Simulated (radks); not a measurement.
Question: These are the eigenvalues of the occupied orbitals of an atom or ion with whole-number occupations (hartree). Method: scalar-relativistic Kohn-Sham, LDA (Slater exchange, VWN5 correlation), spin-polarised, spherical densities, finite nucleus; Fermi nuclear charge, rms radius of each element as measured or else 0.836 A^(1/3) + 0.57 fm; computed with a radial shooting solver on a logarithmic mesh with Libxc functionals.

orbital  eigenvalue
1s up     -316.8709
1s down   -316.1935
2s up     -65.33522
2s down   -64.28670
2p up     -61.81364

Which element is it, and in what charge state? The configuration may be excited. Open shells, if any, are filled with parallel spins first.

Answer: Z = 27, cobalt, charge +20: Co20+ in [He] 2s2 2p3. The list shows which subshells hold electrons but not how many an open one holds; the 1s level, -316.87 hartree, gives Z - s = 25.2 by -(Z - s)^2/2, which with screening and relativity narrows Z to a few neighbours, and the depths of the outer levels then fix element, charge and occupations together.
